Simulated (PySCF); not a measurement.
All numbers come from PySCF, PBE0, basis Sb def2-TZVP with ECP28, S def2-TZVP, I def2-TZVP with ECP28 (scalar-relativistic core potentials, no spin–orbit coupling, density fitting). Open shells, if any, are unrestricted.

What shape and geometry does isolated singlet SbSI take (every ligand bound to Sb)?

Counting electrons, antimony keeps 2 of its valence electrons outside its bonds, so the VSEPR class is AX2E1 and the expected shape is bent; with unlike ligands the computed point group is Cs. The lowest minimum found is a singlet of Cs symmetry with Sb–I 2.739 Å, Sb–S 2.200 Å; I–Sb–S 106.9°. Its harmonic wavenumbers are 109 (a'), 194 (a'), 505 (a') cm⁻¹ and its dipole moment is 2.39 D.

This need not be the most stable arrangement of these atoms.
